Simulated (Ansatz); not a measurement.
The same molecule with X = B, Al, In. Ansatz, PBE0-D4/def2-TZVP geometries, multiplicity 1. Each molecule was computed in one conformer, which needn't be the lowest.

Elements past krypton have def2 core potentials.

```tsv
X	molecule	mean X–C bond length / Å	mean X–F bond length / Å	mean X–O bond length / Å	HOMO–LUMO gap (B3LYP/def2-TZVPP) / eV	HOMO–LUMO gap (ωB97M-V/def2-TZVPP) / eV	LUMO energy (PBE/def2-TZVPP) / eV
Al	`[CH3][Al]([OH])[F]`	1.930	1.654	1.689	8.10	12.47	-1.08
In	`[CH3][In]([OH])[F]`	2.126	1.952	1.973	6.59	11.16	-2.20
```

Task: Give the row for X = B, `CB(O)F`. (Best estimate.)

Result: The calculation gave: 
```json
{"X": "B", "molecule": "`CB(O)F`", "mean X–C bond length / Å": "1.558", "mean X–F bond length / Å": "1.343", "mean X–O bond length / Å": "1.353", "HOMO–LUMO gap (B3LYP/def2-TZVPP) / eV": "10.04", "HOMO–LUMO gap (ωB97M-V/def2-TZVPP) / eV": "14.29", "LUMO energy (PBE/def2-TZVPP) / eV": "-0.05"}
```

From B to In the mean X–C bond length rises at each step, by 0.568 Å in all; the mean X–F bond length rises at each step, by 0.609 Å in all; the mean X–O bond length rises at each step, by 0.620 Å in all; the HOMO–LUMO gap (B3LYP/def2-TZVPP) falls at each step, by 3.45 eV in all; the HOMO–LUMO gap (ωB97M-V/def2-TZVPP) falls at each step, by 3.13 eV in all; the LUMO energy (PBE/def2-TZVPP) falls at each step, by 2.15 eV in all. Bonds lengthen as the atom grows down the group.

B3LYP here is the variant with VWN-RPA as its local correlation; programs differ in this.
